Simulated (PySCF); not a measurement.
# Computed records: BH$_{5}$N$_{2}$Si, B$_{2}$H$_{6}$N$_{2}$, BFH$_{4}$NSi, BH$_{5}$NSi and others

Calculation on a computer-drawn molecule: the log of a Hartree-Fock and frozen-core CCSD(T) single point meant for a local Hartree-Fock minimum, with one planted fault or none, to be diagnosed. Offsets are logged minus clean, where the clean run is the same molecule without the fault. The reference is restricted for singlets and unrestricted otherwise, and also for a bond in bohr or an excited solution. Adding or removing an electron swaps singlet and doublet. The excited solution moves the top pair (singlet) or top alpha electron (doublet) to the lowest empty orbital. Highest occupied and lowest empty are orbital energies over both spins, largest force is the largest gradient component, triples share is (T) over the correlation energy, the T1 limit is 0.02 restricted and 0.045 unrestricted, electrons count all cores, a negative frequency is imaginary (commonest isotopes), and the dipole is about the centre of nuclear charge. Program: PySCF 2.14.0.

Common to all runs: logged SCF converged yes; logged SCF stable within its kind yes; possible faults no fault, one electron removed, one electron added, multiplicity raised by two, geometry at a saddle point, SCF held on an excited solution, minimal basis STO-3G, one bond length entered in bohr, all coordinates scaled.

(1) 
```xyz
9
formula=BH5N2Si meant_charge=0 meant_multiplicity=1 meant_basis=cc-pV(D+d)Z logged_electrons=38 logged_basis_functions=90 logged_spin_squared=0 logged_highest_occupied=-9.1789 logged_lowest_empty=3.1816 logged_largest_force=4.68e-05 logged_lowest_frequency=110.38 logged_T1_diagnostic=0.016279 logged_D1_diagnostic=0.05499 logged_triples_share=0.030364 logged_CC_converged=yes logged_dipole_magnitude=5.3199 logged_energy_HF=-425.4717 logged_energy_CCSD(T)=-426.03785 planted_fault=no_fault HF_energy_offset_from_clean_run=0 CCSD(T)_energy_offset_from_clean_run=0
B      1.1093    -2.1409    -1.9374
N      0.7017    -1.3437    -0.8794
Si     0.2524    -0.4552     0.3081
N     -0.7740     0.8636     0.2369
H      0.4776    -3.1235    -2.2554
H      2.1062    -1.8732    -2.5700
H      0.6671    -0.6409     1.7011
H     -1.1912     1.1923    -0.6121
H     -1.0297     1.4020     1.0408
```

Units: logged_highest_occupied, logged_lowest_empty in eV; logged_largest_force in hartree/bohr; logged_lowest_frequency in cm⁻¹; logged_dipole_magnitude in debye; logged_energy_HF, logged_energy_CCSD(T) in hartree; HF_energy_offset_from_clean_run, CCSD(T)_energy_offset_from_clean_run in kcal/mol.

Drawn bonds:
```
atom  other atom  order
   1           2      1
   2           3      2
   3           4      1
   1           5      1
   1           6      1
   3           7      1
   4           8      1
   4           9      1
```

(2) 
```xyz
10
formula=B2H6N2 meant_charge=0 meant_multiplicity=1 meant_basis=cc-pVDZ logged_electrons=30 logged_basis_functions=26 logged_spin_squared=0 logged_highest_occupied=-9.0348 logged_lowest_empty=7.7801 logged_largest_force=0.031657 logged_T1_diagnostic=0.021341 logged_D1_diagnostic=0.078163 logged_triples_share=0.022883 logged_CC_converged=yes logged_dipole_magnitude=1.0851 logged_energy_HF=-159.83626 logged_energy_CCSD(T)=-160.06559 planted_fault=minimal_basis_STO-3G HF_energy_offset_from_clean_run=1286 CCSD(T)_energy_offset_from_clean_run=1498
B     -2.8749    -0.0949    -1.3991
N     -2.2596     0.4698    -0.2717
B     -2.6319     1.6438     0.4950
N     -3.7412     2.4365     0.1933
H     -3.8648     0.4033    -1.8665
H     -2.4104    -1.0829    -1.9026
H     -1.4403     0.0020     0.0615
H     -1.9468     1.9447     1.4369
H     -4.3630     2.2615    -0.5672
H     -3.9760     3.2383     0.7367
```

Units: logged_highest_occupied, logged_lowest_empty in eV; logged_largest_force in hartree/bohr; logged_dipole_magnitude in debye; logged_energy_HF, logged_energy_CCSD(T) in hartree; HF_energy_offset_from_clean_run, CCSD(T)_energy_offset_from_clean_run in kcal/mol.

Drawn bonds:
```
atom  other atom  order
   1           2      1
   2           3      1
   3           4      1
   1           5      1
   1           6      1
   2           7      1
   3           8      1
   4           9      1
   4          10      1
```

Notes: T1 above single-reference limit.

(3) 
```xyz
8
formula=BFH4NSi meant_charge=1 meant_multiplicity=1 meant_basis=cc-pV(D+d)Z logged_electrons=38 logged_basis_functions=85 logged_spin_squared=0 logged_highest_occupied=-18.884 logged_lowest_empty=-4.0294 logged_largest_force=0.092718 logged_T1_diagnostic=0.012027 logged_D1_diagnostic=0.036936 logged_triples_share=0.021094 logged_CC_converged=yes logged_dipole_magnitude=1.1201 logged_energy_HF=-469.63374 logged_energy_CCSD(T)=-470.1813 planted_fault=all_coordinates_scaled,by_-5.9_% HF_energy_offset_from_clean_run=22.16 CCSD(T)_energy_offset_from_clean_run=29.43
B      0.5566     0.1824    -0.2453
N      0.7955     1.3961    -0.8591
Si     1.2398     1.4940    -2.3267
F      1.4752     2.8192    -2.8997
H      0.2382     0.1816     0.8227
H      0.7004    -0.7393    -0.8694
H      0.6775     2.1843    -0.3417
H      1.4333     0.4235    -3.1464
```

Units: logged_highest_occupied, logged_lowest_empty in eV; logged_largest_force in hartree/bohr; logged_dipole_magnitude in debye; logged_energy_HF, logged_energy_CCSD(T) in hartree; HF_energy_offset_from_clean_run, CCSD(T)_energy_offset_from_clean_run in kcal/mol.

Drawn bonds:
```
atom  other atom  order
   1           2      1
   2           3      1
   3           4      1
   1           5      1
   1           6      1
   2           7      1
   3           8      1
```

(4) 
```xyz
8
formula=BH5NSi meant_charge=0 meant_multiplicity=2 meant_basis=cc-pV(D+d)Z logged_electrons=32 logged_basis_functions=76 logged_spin_squared=0 logged_highest_occupied=-0.12841 logged_lowest_empty=8.2021 logged_largest_force=0.061445 logged_T1_diagnostic=0.021928 logged_D1_diagnostic=0.085474 logged_triples_share=0.029675 logged_CC_converged=yes logged_dipole_magnitude=3.899 logged_energy_HF=-370.96454 logged_energy_CCSD(T)=-371.39538 planted_fault=one_electron_added HF_energy_offset_from_clean_run=19.31 CCSD(T)_energy_offset_from_clean_run=-4.554
B     -1.6105     3.0659     1.5283
N     -1.9281     1.6960     1.5595
Si    -1.2505     0.4139     0.5818
H     -2.1380     3.8190     2.3026
H     -0.8143     3.4718     0.7252
H     -2.5860     1.4133     2.2635
H     -2.3239    -0.5450     0.2170
H     -0.6362     1.0101    -0.6241
```

Units: logged_highest_occupied, logged_lowest_empty in eV; logged_largest_force in hartree/bohr; logged_dipole_magnitude in debye; logged_energy_HF, logged_energy_CCSD(T) in hartree; HF_energy_offset_from_clean_run, CCSD(T)_energy_offset_from_clean_run in kcal/mol.

Drawn bonds:
```
atom  other atom  order
   1           2      1
   2           3      1
   1           4      1
   1           5      1
   2           6      1
   3           7      1
   3           8      1
```

Notes: T1 above single-reference limit.

(5) 
```xyz
8
formula=BH5NSi meant_charge=0 meant_multiplicity=2 meant_basis=cc-pV(D+d)Z logged_electrons=30 logged_basis_functions=76 logged_spin_squared=0 logged_highest_occupied=-17.382 logged_lowest_empty=-6.8409 logged_largest_force=0.077992 logged_T1_diagnostic=0.01916 logged_D1_diagnostic=0.070062 logged_triples_share=0.029455 logged_CC_converged=yes logged_dipole_magnitude=4.2907 logged_energy_HF=-370.70963 logged_energy_CCSD(T)=-371.09824 planted_fault=one_electron_removed HF_energy_offset_from_clean_run=179.3 CCSD(T)_energy_offset_from_clean_run=181.9
B     -1.6105     3.0659     1.5283
N     -1.9281     1.6960     1.5595
Si    -1.2505     0.4139     0.5818
H     -2.1380     3.8190     2.3026
H     -0.8143     3.4718     0.7252
H     -2.5860     1.4133     2.2635
H     -2.3239    -0.5450     0.2170
H     -0.6362     1.0101    -0.6241
```

Units: logged_highest_occupied, logged_lowest_empty in eV; logged_largest_force in hartree/bohr; logged_dipole_magnitude in debye; logged_energy_HF, logged_energy_CCSD(T) in hartree; HF_energy_offset_from_clean_run, CCSD(T)_energy_offset_from_clean_run in kcal/mol.

Drawn bonds:
```
atom  other atom  order
   1           2      1
   2           3      1
   1           4      1
   1           5      1
   2           6      1
   3           7      1
   3           8      1
```

(6) 
```xyz
7
formula=BH4NSi meant_charge=0 meant_multiplicity=1 meant_basis=cc-pV(D+d)Z logged_electrons=29 logged_basis_functions=71 logged_spin_squared=0.7648 logged_highest_occupied=-17.36 logged_lowest_empty=-7.0308 logged_largest_force=0.065425 logged_T1_diagnostic=0.020191 logged_D1_diagnostic=0.059623 logged_triples_share=0.030826 logged_CC_converged=yes logged_dipole_magnitude=4.2459 logged_energy_HF=-370.11427 logged_energy_CCSD(T)=-370.47383 planted_fault=one_electron_removed HF_energy_offset_from_clean_run=183.6 CCSD(T)_energy_offset_from_clean_run=202.7
B     -1.1261     3.1947     1.0258
N     -1.0991     2.5951    -0.2637
Si    -0.5196     1.0400    -0.7947
H     -1.5832     4.2996     1.1531
H     -0.6949     2.5956     1.9691
H     -1.4805     3.1666    -0.9979
H     -0.0628     0.5553     0.5641
```

Units: logged_highest_occupied, logged_lowest_empty in eV; logged_largest_force in hartree/bohr; logged_dipole_magnitude in debye; logged_energy_HF, logged_energy_CCSD(T) in hartree; HF_energy_offset_from_clean_run, CCSD(T)_energy_offset_from_clean_run in kcal/mol.

Drawn bonds:
```
atom  other atom  order
   1           2      1
   2           3      1
   1           4      1
   1           5      1
   2           6      1
   3           7      1
```

(7) 
```xyz
7
formula=BH4NSi meant_charge=0 meant_multiplicity=1 meant_basis=cc-pV(D+d)Z logged_electrons=30 logged_basis_functions=71 logged_spin_squared=0 logged_highest_occupied=-8.9537 logged_lowest_empty=1.1043 logged_largest_force=1.142e-05 logged_lowest_frequency=249.23 logged_T1_diagnostic=0.014271 logged_D1_diagnostic=0.04268 logged_triples_share=0.028748 logged_CC_converged=yes logged_dipole_magnitude=0.86309 logged_energy_HF=-370.40682 logged_energy_CCSD(T)=-370.79686 planted_fault=no_fault HF_energy_offset_from_clean_run=0 CCSD(T)_energy_offset_from_clean_run=0
B     -1.1261     3.1947     1.0258
N     -1.0991     2.5951    -0.2637
Si    -0.5196     1.0400    -0.7947
H     -1.5832     4.2996     1.1531
H     -0.6949     2.5956     1.9691
H     -1.4805     3.1666    -0.9979
H     -0.0628     0.5553     0.5641
```

Units: logged_highest_occupied, logged_lowest_empty in eV; logged_largest_force in hartree/bohr; logged_lowest_frequency in cm⁻¹; logged_dipole_magnitude in debye; logged_energy_HF, logged_energy_CCSD(T) in hartree; HF_energy_offset_from_clean_run, CCSD(T)_energy_offset_from_clean_run in kcal/mol.

Drawn bonds:
```
atom  other atom  order
   1           2      1
   2           3      1
   1           4      1
   1           5      1
   2           6      1
   3           7      1
```

(8) 
```xyz
8
formula=BH4NOSi meant_charge=0 meant_multiplicity=1 meant_basis=cc-pV(D+d)Z logged_electrons=38 logged_basis_functions=85 logged_spin_squared=2.0253 logged_highest_occupied=-5.7361 logged_lowest_empty=-0.29876 logged_largest_force=0.1964 logged_dipole_magnitude=1.0975 logged_energy_HF=-445.17719
B      0.4260    -1.4268     1.3797
N      0.0798    -0.7894     0.1613
Si    -1.1906     0.3133    -0.0820
O     -1.5190     0.9612    -1.3880
H      1.3504    -2.1871     1.4096
H     -0.2164    -1.1919     2.3641
H      0.6353    -1.0049    -0.6482
H     -1.8885     0.5085     1.1895
```

Units: logged_highest_occupied, logged_lowest_empty in eV; logged_largest_force in hartree/bohr; logged_dipole_magnitude in debye; logged_energy_HF in hartree.

Drawn bonds:
```
atom  other atom  order
   1           2      1
   2           3      1
   3           4      2
   1           5      1
   1           6      1
   2           7      1
   3           8      1
```

Notes: coupled-cluster numbers left out as unreliable.

(9) 
```xyz
10
formula=B2H6NSi meant_charge=0 meant_multiplicity=2 meant_basis=cc-pV(D+d)Z logged_electrons=38 logged_basis_functions=95 logged_spin_squared=0 logged_highest_occupied=-0.56963 logged_lowest_empty=7.3187 logged_largest_force=0.049795 logged_T1_diagnostic=0.018928 logged_D1_diagnostic=0.075119 logged_triples_share=0.034799 logged_CC_converged=yes logged_dipole_magnitude=5.8284 logged_energy_HF=-396.2399 logged_energy_CCSD(T)=-396.77802
B     -1.6933    -0.1023     2.1307
N     -0.4329    -0.5088     2.6249
Si     1.0678    -0.6153     1.7680
B      1.4148    -0.1925    -0.0688
H     -1.8010     0.2223     0.9820
H     -2.6394    -0.0884     2.8695
H     -0.4029    -0.7700     3.5936
H      2.0790    -1.1016     2.7266
H      2.5434    -0.3448    -0.4464
H      0.5645     0.2019    -0.8123
```

Units: logged_highest_occupied, logged_lowest_empty in eV; logged_largest_force in hartree/bohr; logged_dipole_magnitude in debye; logged_energy_HF, logged_energy_CCSD(T) in hartree.

Drawn bonds:
```
atom  other atom  order
   1           2      1
   2           3      1
   3           4      1
   1           5      1
   1           6      1
   2           7      1
   3           8      1
   4           9      1
   4          10      1
```

(10) 
```xyz
8
formula=BFH4NSi meant_charge=0 meant_multiplicity=2 meant_basis=cc-pV(D+d)Z logged_electrons=38 logged_basis_functions=85 logged_spin_squared=0 logged_highest_occupied=-17.73 logged_lowest_empty=-7.5409 logged_largest_force=0.1054 logged_T1_diagnostic=0.018731 logged_D1_diagnostic=0.07127 logged_triples_share=0.026301 logged_CC_converged=yes logged_dipole_magnitude=4.1395 logged_energy_HF=-469.60687 logged_energy_CCSD(T)=-470.17762
B     -2.8394     0.3138    -0.6171
N     -2.2810    -0.9580    -0.3674
Si    -0.6073    -1.3473    -0.1589
F     -0.1664    -2.4141    -1.2958
H     -4.0305     0.4298    -0.7120
H     -2.1176     1.2660    -0.7275
H     -2.9336    -1.7165    -0.2795
H      0.1927    -0.1215    -0.3356
```

Units: logged_highest_occupied, logged_lowest_empty in eV; logged_largest_force in hartree/bohr; logged_dipole_magnitude in debye; logged_energy_HF, logged_energy_CCSD(T) in hartree.

Drawn bonds:
```
atom  other atom  order
   1           2      1
   2           3      1
   3           4      1
   1           5      1
   1           6      1
   2           7      1
   3           8      1
```

**Q.** Give the missing planted fault for BH$_{4}$NOSi (entry 8).
**A.** multiplicity raised by two

**Q.** Give the missing planted fault for B$_{2}$H$_{6}$NSi (entry 9).
**A.** one electron added

**Q.** Which fault was planted in the run of BFH$_{4}$NSi (entry 10)?
**A.** one electron removed

Further results for BH$_{4}$NOSi (entry 8):

* HF energy offset from clean run: 95.53 kcal/mol

Further results for B$_{2}$H$_{6}$NSi (entry 9):

- HF energy offset from clean run: 4.899 kcal/mol
- CCSD(T) energy offset from clean run: -23.82 kcal/mol

Further results for BFH$_{4}$NSi (entry 10):

* HF energy offset from clean run: 197.2 kcal/mol
* CCSD(T) energy offset from clean run: 194.6 kcal/mol
